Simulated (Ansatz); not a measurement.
Basis-set series for C₂H₇FSi₂ (`C=C[SiH2][SiH2]F`). Total charge 0; spin multiplicity 1. Geometry: relaxed with PBE0-D4/def2-TZVP. It is one conformer, not always the lowest.

| functional | basis | functions | energy (Eh) | HOMO (eV) | LUMO (eV) |
| --- | --- | --- | --- | --- | --- |
| PBE0-D4 | def2-TZVPP | 275 | -758.94160 | -7.70 | -0.87 |
| PBE0-D4 | def2-QZVPP | 521 | -758.97153 | -7.71 | -0.93 |
| ωB97M-V | def2-TZVPP | 275 | -759.25810 | -9.77 | 1.03 |
| ωB97M-V | def2-QZVPP | 521 | -759.28618 | -9.78 | 0.85 |

(1) Give the rows for def2-SVP. (Best estimate.)

Answers

(1) Ansatz gave: 
| functional | basis | functions | energy (Eh) | HOMO (eV) | LUMO (eV) |
| --- | --- | --- | --- | --- | --- |
| PBE0-D4 | def2-SVP | 113 | -758.51876 | -7.67 | -0.65 |
| ωB97M-V | def2-SVP | 113 | -758.82617 | -9.71 | 1.41 |

Positive LUMOs are unbound and depend on the basis.
